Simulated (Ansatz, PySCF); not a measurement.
In(AsH2)(F)2 (AsF₂H₂In), SMILES [F][In]([AsH2])[F]. Atoms are numbered in the order given.

```xyz
6

In     0.4495     0.5273    -0.1045
As    -1.5207    -1.1298     0.2124
H     -0.7129    -2.1969    -0.5320
H     -2.1391    -0.6095    -1.0885
F      0.2760     2.4206    -0.6032
F      2.3449     0.1116     0.2092
```
Charge 0, spin multiplicity 1.

Geometry optimised at B3LYP-D3(BJ)/def2-SVP. The structure was generated by enumeration; whether it is a known compound was not checked. The def2 effective core potentials stand for the cores of In; spin–orbit coupling is left out.

Two levels are set side by side: PBE-D3(BJ)/def2-SVP (Ansatz, an electronic-structure program) and B3LYP-D3(BJ)/def2-SVP (Ansatz). Each level has its own optimised geometry; the coordinates shown are those of the second. Frequencies come from the Hessian of PySCF at each geometry. Differences are taken from unrounded values.

```csv
quantity,B3LYP-D3(BJ),PBE-D3(BJ),PBE-D3(BJ) minus B3LYP-D3(BJ)
mean bond length (Å),1.918,1.928,0.010
bond In1–As2 (Å),2.594,2.595,0.001
bond In1–F5 (Å),1.966,1.979,0.013
bond In1–F6 (Å),1.966,1.979,0.013
bond As2–H3 (Å),1.531,1.543,0.011
bond As2–H4 (Å),1.531,1.543,0.011
highest harmonic wavenumber (cm⁻¹),2189,2139,-49
mean harmonic wavenumber (cm⁻¹),693,672,-21
zero-point energy (kcal/mol),11.89,11.53,-0.36
```

GGA bonds tend to be longer and softer than those of functionals with exact exchange. Differences between two approximate levels are no errors against the true value.
